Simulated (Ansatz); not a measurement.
Coupled-cluster diagnostics for the cluster Li5H8⁺, Ansatz.

Geometry of the singlet (r2SCAN-D4/def2-TZVP):

Cartesian coordinates in Å:
```
Li 1.1889 0.0561 0.3365
Li -0.9543 0.7686 1.2517
Li 1.3779 2.5981 0.2556
Li -1.6067 -1.0941 -0.3790
Li -0.5954 1.4054 -1.6911
H 0.6519 1.5244 1.3929
H -2.4255 -2.9779 -0.7353
H -1.7615 0.6908 -0.5790
H 3.2093 -0.5384 0.4665
H 1.0625 1.4398 -1.0880
H 3.0385 -0.4253 1.1862
H -2.9105 -2.5550 -1.1172
H -0.2751 -0.8924 0.7002
```

Correlated methods freeze no core orbitals; core or outer-core shells of Li are correlated, in sets that lack core-valence functions. In the singlet, H9 and H11 lie 0.75 Å apart, H7 and H12 lie 0.75 Å apart (atoms count from 1), so H2 has formed as a molecule. The structure comes from a short search, and lower isomers may exist.

Q: Estimate the CCSD(T) correlation energy, the shares of MP2 and (T), T1 and the reference's ⟨S²⟩ for: charge 1, singlet, own geometry in def2-TZVPP; and the rough time on 4 threads of Arm Neoverse V1 on a shared host.

A: 
```
                          state       basis  correlation (eV)  MP2 share (%)  (T) share (%)     T1  ⟨S²⟩ (pure)  wall time
charge 1, singlet, own geometry  def2-TZVPP           -11.180           83.0            0.5  0.004  0.00 (0.00)       42 s
```
Customary marks for T1 are 0.02 (closed shells), 0.045 (open shells) and about 0.05 (3d metals). T1 stays under 0.02 throughout.
